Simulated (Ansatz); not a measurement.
Si4O9H2, relaxed as a singlet with RKS PBE-D4/def2-SVP in Ansatz, starting from the GFN2-xTB geometry. Force threshold 0.03 eV/Å.

The structure holds one bond between oxygen atoms, so isomers without such links may lie far lower. The structure comes from a short search, and lower isomers may exist.

Start:

Cartesian coordinates in Å:
```
Si 0.9615 -1.5057 -0.9285
Si 1.1567 1.2805 -0.4546
Si -1.2864 0.4225 -0.5245
Si 0.2133 0.3777 1.8925
O 1.2686 -1.8088 0.6589
O 1.4752 -2.4812 -1.9527
O -0.2712 1.6753 -1.0191
O 0.8908 -1.0821 1.8180
O -2.7796 0.7281 -0.9709
O -1.1979 0.4811 1.1026
O -0.5957 -0.9177 -1.0390
O 1.9129 0.1347 -1.1411
O 1.2174 1.4947 1.1148
H 0.1377 0.7651 3.2628
H -3.1032 0.4358 -1.8191
```

```
step  energy (eV)  largest force component (eV/Å)  SCF passes
   1  -49917.2243                           2.049          24
   2  -49917.7593                           1.081          23
   3  -49918.0099                           0.383          23
   4  -49918.0299                           0.850          29
   5  -49918.0779                           0.324          24
   6  -49918.0979                           0.754          28
   7  -49918.1301                           0.165          23
   8  -49918.1436                           0.218          29
   9  -49918.1479                           0.148          23
  10  -49918.1513                           0.067          22
  11  -49918.1525                           0.037          24
  12  -49918.1531                           0.051          23
  13  -49918.1533                           0.027          24
```

Force components are those of the run's own axes.

End:

```csv
atom,x (Å),y (Å),z (Å)
Si1,1.101,-1.485,-0.976
Si2,1.141,1.153,-0.541
Si3,-1.366,0.551,-0.437
Si4,0.160,0.349,1.962
O5,1.589,-1.508,0.699
O6,1.442,-2.636,-1.948
O7,-0.296,1.802,-1.015
O8,0.573,-1.277,1.738
O9,-2.885,0.681,-1.005
O10,-1.321,0.693,1.227
O11,-0.477,-0.784,-0.843
O12,1.964,0.113,-1.432
O13,1.317,1.279,1.084
H14,0.115,0.725,3.390
H15,-3.058,0.344,-1.902
```

By distances, no bond broke or formed. The bond that changes most is Si1–Si2, from 2.83 to 2.67 Å (atoms count from 1).

No frequencies were taken in this run, so the end may be a saddle point.

It took 55 s on 6 threads of Intel Xeon on a shared host.
